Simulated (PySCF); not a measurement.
**Polarisability and C₆ of Fe⁺ (iron, charge +1)**

[Ar] 3d7, high-spin 4F determinant (an excited configuration). Computed with PySCF 2.14 in aug-cc-pwCVTZ-DK, with scalar relativity by spin-free X2C-1e. Coupled (time-dependent) response in atomic units; α is the mean over directions.

```csv
method,mean α (bohr³),C₆ (like pair),S(−4)
PBE0,9.917,34.66,122.6
```

S(−4) is the Cauchy moment in α(ω) = α(0) + S(−4) ω² + …

α(iu) at PBE0:

| u (hartree) | α(iu) (bohr³) |
| --- | --- |
| 0 | 9.917 |
| 0.0500 | 9.627 |
| 0.100 | 8.907 |
| 0.200 | 7.214 |
| 0.300 | 5.906 |
| 0.500 | 4.361 |
| 0.750 | 3.304 |
| 1.00 | 2.623 |
| 1.50 | 1.778 |
| 2.00 | 1.291 |
| 3.00 | 0.7780 |
| 5.00 | 0.3775 |

For an ion, C₆ is the dispersion term alone; charge-induced terms of lower order in 1/R come first.
